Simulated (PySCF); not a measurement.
B3LYP has the VWN-RPA correlation part, as in Gaussian. Delta-SCF ions had no search for a lower state. 

Cartesian coordinates (Å):
```xyz
19

C      2.6214    -0.5451     0.2697
C      1.1684    -0.8407    -0.1278
Si     0.0685     0.6710    -0.0923
O      0.0774     1.1924     1.4957
O      0.7109     1.9166    -1.0172
C     -1.6794     0.3012    -0.6884
C     -2.4124    -0.7467     0.1620
H      2.6707    -0.1382     1.2918
H      3.2511    -1.4489     0.2343
H      3.0690     0.2048    -0.4020
H      1.1230    -1.2756    -1.1432
H      0.7312    -1.6005     0.5444
H     -0.1308     2.1238     1.6328
H      0.2718     2.1060    -1.8534
H     -2.2493     1.2491    -0.6952
H     -1.6334    -0.0276    -1.7436
H     -3.4452    -0.9121    -0.1848
H     -1.8972    -1.7207     0.1339
H     -2.4580    -0.4343     1.2175
```
Charge 0, multiplicity 1.

Question: Give the HOMO, vertical ionisation energy (Delta-SCF) and HOMO–LUMO gap at the level PySCF with B3LYP-D3(BJ)/def2-TZVP // B3LYP-D3(BJ)/def2-SVP.

Answer: 
```yaml
HOMO: -7.41 eV
vertical ionisation energy (Delta-SCF): 9.40 eV
HOMO–LUMO gap: 7.66 eV
```
